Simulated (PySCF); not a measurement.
**Correlation energy of Te (tellurium, neutral)**

[Kr] 4d10 5s1 5p4 5d1, one real determinant (an excited configuration). All numbers are calculated (PySCF 2.14, a scalar-relativistic core potential, in aug-cc-pVTZ-PP with one added diffuse shell each of d, f type with ECP28MDF (6s5p5d3f, 67 functions)). Frozen: 4s2 4p6 4d10; 6 electrons correlated.

```
  level  correlation energy (mhartree)
   CCSD                        -104.12
    (T)                         -10.01
CCSD(T)                        -114.13
```

Diagnostics: T1 = 0.024, D1 = 0.0564, largest double amplitude 0.201.

The real determinant used has ⟨L²⟩ near 8 against 12 for a pure F term, so it mixes terms. The outer electron is Rydberg-like, and this basis confines it to a smaller radius and binds it less than a complete one would. A double-excitation amplitude exceeds 0.15, a sign of near-degeneracy.

Cost of the coupled-cluster step: roughly 15 core-seconds, for 6 correlated electrons.

Iterations:

```
CC2 = 0
CCSD nocc = (np.int64(5), np.int64(1)), nmo = (58, 58)
frozen orbitals [[0, 1, 2, 3, 4, 5, 6, 7, 8], [0, 1, 2, 3, 4, 5, 6, 7, 8]]
max_cycle = 100
direct = 0
conv_tol = 1e-08
conv_tol_normt = 1e-06
diis_space = 8
diis_start_cycle = 0
Init t2, MP2 energy = -0.0741265187518278
Init E_corr(UCCSD) = -0.0741265187560442
cycle = 1  E_corr(UCCSD) = -0.0895225322491413  dE = -0.0153960135  norm(t1,t2) = 0.115924
cycle = 2  E_corr(UCCSD) = -0.0960087293746942  dE = -0.00648619713  norm(t1,t2) = 0.121526
cycle = 3  E_corr(UCCSD) = -0.0885163792292367  dE = 0.00749235015  norm(t1,t2) = 0.158999
cycle = 4  E_corr(UCCSD) = -0.100303053484282  dE = -0.0117866743  norm(t1,t2) = 0.0680077
cycle = 5  E_corr(UCCSD) = -0.102098848591776  dE = -0.00179579511  norm(t1,t2) = 0.0369761
cycle = 6  E_corr(UCCSD) = -0.10324272760515  dE = -0.00114387901  norm(t1,t2) = 0.0189752
cycle = 7  E_corr(UCCSD) = -0.10377262554107  dE = -0.000529897936  norm(t1,t2) = 0.0100474
cycle = 8  E_corr(UCCSD) = -0.104019406268328  dE = -0.000246780727  norm(t1,t2) = 0.0053237
cycle = 9  E_corr(UCCSD) = -0.104095740610209  dE = -7.63343419e-05  norm(t1,t2) = 0.00274777
cycle = 10  E_corr(UCCSD) = -0.10411004108069  dE = -1.43004705e-05  norm(t1,t2) = 0.00139625
cycle = 11  E_corr(UCCSD) = -0.104115608346982  dE = -5.56726629e-06  norm(t1,t2) = 0.000845835
cycle = 12  E_corr(UCCSD) = -0.104108500696103  dE = 7.10765088e-06  norm(t1,t2) = 0.000389559
cycle = 13  E_corr(UCCSD) = -0.104114004915807  dE = -5.5042197e-06  norm(t1,t2) = 0.000206244
cycle = 14  E_corr(UCCSD) = -0.104124753360743  dE = -1.07484449e-05  norm(t1,t2) = 0.000110908
cycle = 15  E_corr(UCCSD) = -0.104125733354641  dE = -9.79993898e-07  norm(t1,t2) = 2.8429e-05
cycle = 16  E_corr(UCCSD) = -0.104125055084689  dE = 6.78269952e-07  norm(t1,t2) = 1.53797e-05
cycle = 17  E_corr(UCCSD) = -0.104124668749735  dE = 3.86334954e-07  norm(t1,t2) = 6.01429e-06
cycle = 18  E_corr(UCCSD) = -0.104124630498705  dE = 3.82510291e-08  norm(t1,t2) = 2.52144e-06
cycle = 19  E_corr(UCCSD) = -0.104124643205168  dE = -1.27064622e-08  norm(t1,t2) = 1.34888e-06
cycle = 20  E_corr(UCCSD) = -0.104124682752366  dE = -3.95471979e-08  norm(t1,t2) = 1.00766e-06
cycle = 21  E_corr(UCCSD) = -0.104124692665136  dE = -9.9127704e-09  norm(t1,t2) = 5.02801e-07
UCCSD converged
E(UCCSD) = -266.56232327639  E_corr = -0.1041246926651359
UCCSD(T) correction = -0.0100058858384469
```

The reference is one real determinant that mixes LS terms of this configuration.
